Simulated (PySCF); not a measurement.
# Polarisability and C₆ of Ir³⁺ (iridium, charge +3)

[Xe] 4f14 5d6, high-spin 5D determinant. All numbers are calculated (PySCF 2.14, scalar relativity through the core potential, in aug-cc-pVTZ-PP with one added diffuse shell each of s, p, d, f, g type with ECP60MDF (7s7p6d4f3g, 113 functions)). Coupled (time-dependent) response in atomic units; α is the mean over directions.

| method | mean α (bohr³) | α xx, yy, zz | C₆ (like pair) | S(−4) |
| --- | --- | --- | --- | --- |
| M06-2X | 6.727 | 6.894, 6.894, 6.392 | 37.06 | 9.441 |

S(−4) is the Cauchy moment in α(ω) = α(0) + S(−4) ω² + …

Spin-orbit coupling is absent.

α(iu) at M06-2X:

```tsv
u (hartree)	α(iu) (bohr³)
0	6.727
0.0500	6.703
0.100	6.635
0.200	6.384
0.300	6.031
0.500	5.230
0.750	4.310
1.00	3.563
1.50	2.502
2.00	1.823
3.00	1.065
5.00	0.4733
```

For an ion, C₆ is the dispersion term alone; charge-induced terms of lower order in 1/R come first.

The components differ because the open shell of this determinant is not spherical; for a pure term their mean is the scalar polarisability.

Energies and moments cover only the electrons outside the core potential. Spin-orbit coupling, absent here, splits the open shell strongly.
